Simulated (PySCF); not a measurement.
2-butanone cation (C₄H₈O), SMILES O=C(C)CC (connectivity only; charge and spin as stated), charge +1, multiplicity 2. Atoms are numbered in the order given.

```xyz
13

C      2.0392    -0.0044    -0.2303
C      0.8110    -0.1126     0.6263
C     -0.5912    -0.0305    -0.1107
C     -1.7909     0.3272     0.7474
O     -0.6547    -0.2536    -1.2891
H      2.9149    -0.0799     0.4585
H      2.1329     0.9821    -0.7276
H      2.1240    -0.8138    -0.9788
H      0.6866    -1.1161     1.1046
H      0.7305     0.6638     1.4173
H     -1.7683     1.4350     0.8537
H     -1.6700    -0.1328     1.7472
H     -2.7216     0.0121     0.2418
```
Charge +1, spin multiplicity 2.

Geometry: PBE-D3(BJ)/def2-SVP. The spin state was assumed, not searched. One conformer was computed; it need not be the lowest.

Method: PBE-D3(BJ)/def2-SVP run with PySCF.

No scaling factor is applied to the harmonic values.

Computed normal modes with their intensities:
```json
[
 {"mode": "1", "ν (cm⁻¹)": "58", "IR (km/mol)": "0.8", "moving atoms (share of kinetic energy)": "H 51 %, C 38 %, O 11 %"},
 {"mode": "2", "ν (cm⁻¹)": "130", "IR (km/mol)": "0.6", "moving atoms (share of kinetic energy)": "H 92 %"},
 {"mode": "3", "ν (cm⁻¹)": "235", "IR (km/mol)": "9.2", "moving atoms (share of kinetic energy)": "C 41 %, O 30 %, H 29 %"},
 {"mode": "4", "ν (cm⁻¹)": "243", "IR (km/mol)": "0.8", "moving atoms (share of kinetic energy)": "H 85 %, C 11 %"},
 {"mode": "5", "ν (cm⁻¹)": "346", "IR (km/mol)": "1.7", "moving atoms (share of kinetic energy)": "C 56 %, H 25 %, O 19 %"},
 {"mode": "6", "ν (cm⁻¹)": "418", "IR (km/mol)": "1.8", "moving atoms (share of kinetic energy)": "C 52 %, O 29 %, H 19 %"},
 {"mode": "7", "ν (cm⁻¹)": "471", "IR (km/mol)": "0.5", "moving atoms (share of kinetic energy)": "C 51 %, H 42 %"},
 {"mode": "8", "ν (cm⁻¹)": "608", "IR (km/mol)": "6.4", "moving atoms (share of kinetic energy)": "C 78 %, H 13 %, O 9 %"},
 {"mode": "9", "ν (cm⁻¹)": "706", "IR (km/mol)": "5.8", "moving atoms (share of kinetic energy)": "H 74 %, C 25 %"},
 {"mode": "10", "ν (cm⁻¹)": "854", "IR (km/mol)": "13.1", "moving atoms (share of kinetic energy)": "C 80 %, H 15 %"},
 {"mode": "11", "ν (cm⁻¹)": "886", "IR (km/mol)": "31.7", "moving atoms (share of kinetic energy)": "H 77 %, C 23 %"},
 {"mode": "12", "ν (cm⁻¹)": "922", "IR (km/mol)": "34.8", "moving atoms (share of kinetic energy)": "H 73 %, C 26 %"},
 {"mode": "13", "ν (cm⁻¹)": "953", "IR (km/mol)": "9.5", "moving atoms (share of kinetic energy)": "H 68 %, C 32 %"},
 {"mode": "14", "ν (cm⁻¹)": "980", "IR (km/mol)": "18.7", "moving atoms (share of kinetic energy)": "H 66 %, C 33 %"},
 {"mode": "15", "ν (cm⁻¹)": "1059", "IR (km/mol)": "10.9", "moving atoms (share of kinetic energy)": "C 67 %, H 33 %"},
 {"mode": "16", "ν (cm⁻¹)": "1184", "IR (km/mol)": "8.1", "moving atoms (share of kinetic energy)": "H 77 %, C 23 %"},
 {"mode": "17", "ν (cm⁻¹)": "1213", "IR (km/mol)": "21.4", "moving atoms (share of kinetic energy)": "H 81 %, C 18 %"},
 {"mode": "18", "ν (cm⁻¹)": "1259", "IR (km/mol)": "20.4", "moving atoms (share of kinetic energy)": "H 86 %, C 13 %"},
 {"mode": "19", "ν (cm⁻¹)": "1291", "IR (km/mol)": "82.5", "moving atoms (share of kinetic energy)": "H 86 %, C 14 %"},
 {"mode": "20", "ν (cm⁻¹)": "1307", "IR (km/mol)": "34.9", "moving atoms (share of kinetic energy)": "H 95 %"},
 {"mode": "21", "ν (cm⁻¹)": "1342", "IR (km/mol)": "28.7", "moving atoms (share of kinetic energy)": "H 96 %"},
 {"mode": "22", "ν (cm⁻¹)": "1354", "IR (km/mol)": "13.4", "moving atoms (share of kinetic energy)": "H 85 %, C 15 %"},
 {"mode": "23", "ν (cm⁻¹)": "1374", "IR (km/mol)": "15.7", "moving atoms (share of kinetic energy)": "H 93 %"},
 {"mode": "24", "ν (cm⁻¹)": "1408", "IR (km/mol)": "10.6", "moving atoms (share of kinetic energy)": "H 88 %, C 12 %"},
 {"mode": "25", "ν (cm⁻¹)": "1720", "IR (km/mol)": "13.4", "moving atoms (share of kinetic energy)": "C 56 %, O 41 %"},
 {"mode": "26", "ν (cm⁻¹)": "2931", "IR (km/mol)": "99.6", "moving atoms (share of kinetic energy)": "H 95 %"},
 {"mode": "27", "ν (cm⁻¹)": "2937", "IR (km/mol)": "128.1", "moving atoms (share of kinetic energy)": "H 94 %"},
 {"mode": "28", "ν (cm⁻¹)": "2973", "IR (km/mol)": "33.6", "moving atoms (share of kinetic energy)": "H 97 %"},
 {"mode": "29", "ν (cm⁻¹)": "3030", "IR (km/mol)": "9.0", "moving atoms (share of kinetic energy)": "H 91 %, C 9 %"},
 {"mode": "30", "ν (cm⁻¹)": "3035", "IR (km/mol)": "10.9", "moving atoms (share of kinetic energy)": "H 92 %"},
 {"mode": "31", "ν (cm⁻¹)": "3079", "IR (km/mol)": "20.8", "moving atoms (share of kinetic energy)": "H 91 %, C 9 %"},
 {"mode": "32", "ν (cm⁻¹)": "3107", "IR (km/mol)": "12.8", "moving atoms (share of kinetic energy)": "H 90 %, C 10 %"},
 {"mode": "33", "ν (cm⁻¹)": "3135", "IR (km/mol)": "12.6", "moving atoms (share of kinetic energy)": "H 90 %, C 10 %"}
]
```
